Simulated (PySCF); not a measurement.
A PySCF script (with the pyscf-properties extension) for the NMR shieldings of `C1CC(CCC(C)C)CC1`, C10H20, on a PBE0-D3(BJ)/def2-SVP geometry:

```python
import basis_set_exchange as bse
import numpy as np
from pyscf import gto, dft
from pyscf.prop import nmr

atoms = """
C     3.662862    1.590939   -0.018015
C     2.795574    0.354871   -0.228696
C     3.464161   -0.879901    0.366707
C     1.387848    0.584295    0.326855
C     0.375642   -0.506689    0.005774
C    -1.027575   -0.218839    0.519667
C    -1.709001    1.015233   -0.103953
C    -3.226427    0.718931   -0.105906
C    -3.380205   -0.669219    0.534571
C    -2.037139   -1.342089    0.277502
H     3.787530    1.803199    1.057195
H     4.667868    1.457031   -0.447778
H     3.213691    2.482951   -0.482072
H     2.696939    0.193237   -1.319058
H     4.475026   -1.021662   -0.046295
H     3.563667   -0.779834    1.460931
H     2.894683   -1.799552    0.166288
H     1.452762    0.712087    1.424150
H     1.013551    1.546561   -0.063225
H     0.329551   -0.651480   -1.090235
H     0.714607   -1.469354    0.424437
H    -0.966882   -0.061770    1.613516
H    -1.462909    1.938949    0.440568
H    -1.341564    1.156476   -1.134522
H    -3.807074    1.485913    0.428128
H    -3.610302    0.704803   -1.137943
H    -4.239025   -1.233013    0.139807
H    -3.534353   -0.570945    1.622375
H    -1.856684   -2.226028    0.909208
H    -1.971573   -1.674013   -0.774966
"""
names = dict.fromkeys(["C", "H"], "pcSseg-1")
basis = {el: gto.basis.parse(bse.get_basis(n, elements=[el], fmt="nwchem")) for el, n in names.items()}
mol = gto.M(atom=atoms, basis=basis, charge=0, verbose=0)
mf = dft.RKS(mol, xc="HYB_GGA_XC_WB97X_D")
mf.grids.level = 2
mf.grids.alignment = dft.numint.BLKSIZE   # the property module wants whole blocks of grid points
mf.conv_tol = 1e-9
mf.kernel()

calc = nmr.RKS(mf)   # GIAO
C = mf.mo_coeff
Co = C[:, mf.mo_occ > 0]
resp = mf.gen_response(singlet=True, hermi=2)
def vind(x):   # induced exchange potential for any number of trial vectors
    d = np.einsum("pi,xij,qj->xpq", C, 2 * x.reshape(-1, C.shape[1], Co.shape[1]), Co, optimize=True)
    return np.einsum("xpq,pi,qj->xij", resp(d - d.transpose(0, 2, 1)), C, Co, optimize=True).ravel()
mo1, _ = nmr.rhf.solve_mo1(calc, with_cphf=vind)
sigma = calc.kernel(mo1)
for i, s in enumerate(sigma):   # ppm
    w = np.linalg.eigvalsh((s + s.T) / 2)
    print("%2d %-2s iso %8.1f  s11 %8.1f  s22 %8.1f  s33 %8.1f" % (i, mol.atom_pure_symbol(i), w.mean(), *w))
```

Task: What are the results?

Result: 
```
 0 C  iso    158.2  s11    137.8  s22    151.0  s33    185.6
 1 C  iso    154.2  s11    145.7  s22    153.8  s33    163.1
 2 C  iso    162.4  s11    148.0  s22    155.4  s33    183.9
 3 C  iso    144.4  s11    125.7  s22    137.6  s33    169.9
 4 C  iso    147.9  s11    127.3  s22    149.3  s33    167.1
 5 C  iso    141.5  s11    118.2  s22    141.1  s33    165.4
 6 C  iso    152.8  s11    127.2  s22    156.7  s33    174.6
 7 C  iso    159.0  s11    130.6  s22    171.2  s33    175.1
 8 C  iso    155.8  s11    131.9  s22    163.5  s33    171.9
 9 C  iso    146.9  s11    121.7  s22    152.5  s33    166.6
10 H  iso     30.6  s11     27.4  s22     28.6  s33     35.9
11 H  iso     30.3  s11     25.9  s22     27.7  s33     37.5
12 H  iso     30.3  s11     25.7  s22     28.7  s33     36.7
13 H  iso     30.3  s11     26.8  s22     29.3  s33     34.7
14 H  iso     30.5  s11     26.1  s22     27.8  s33     37.4
15 H  iso     31.0  s11     27.8  s22     28.7  s33     36.5
16 H  iso     30.1  s11     24.4  s22     30.4  s33     35.4
17 H  iso     30.7  s11     26.4  s22     32.2  s33     33.6
18 H  iso     30.1  s11     23.6  s22     32.1  s33     34.8
19 H  iso     30.8  s11     26.0  s22     32.6  s33     33.8
20 H  iso     29.7  s11     23.0  s22     31.4  s33     34.7
21 H  iso     30.1  s11     26.4  s22     29.8  s33     34.1
22 H  iso     29.7  s11     23.9  s22     29.9  s33     35.2
23 H  iso     30.5  s11     24.8  s22     31.4  s33     35.3
24 H  iso     29.8  s11     24.6  s22     27.5  s33     37.2
25 H  iso     29.9  s11     24.6  s22     27.9  s33     37.1
26 H  iso     29.8  s11     25.0  s22     26.9  s33     37.5
27 H  iso     30.0  s11     25.6  s22     27.5  s33     37.0
28 H  iso     29.8  s11     24.9  s22     28.4  s33     36.2
29 H  iso     30.5  s11     25.9  s22     30.1  s33     35.5
```

These numbers come from an equivalent density-fitted implementation of the same equations, which agrees with the script to about 0.01 ppm for H and up to a few tenths of a ppm for heavy atoms, so last digits may differ.

Task: Turn these shieldings into chemical shifts. Scale: 13C (σ = 184.54 ppm) and 1H (σ = 31.38 ppm) vs TMS (reference shieldings calculated alike).

Result: Averaging equivalent atoms: C 5: 43.0; C 3: 40.2; C 4: 36.6; C 6/9: 34.7; C 1: 30.4; C 7/8: 27.2; C 0/2: 24.2; H 22/28: 1.63; H 25/26: 1.54; H 24/27: 1.48; H 21: 1.30; H 19/20: 1.13; H 13: 1.11; H 17/18: 0.94; H 10/11/12/14/15/16: 0.91; H 23/29: 0.88 ppm. 

Size and cost of the density-fitted run: 270 basis functions, 2.6 min wall time on 1 thread of an Arm Neoverse N1, shared host; peak memory 1.3 GiB.
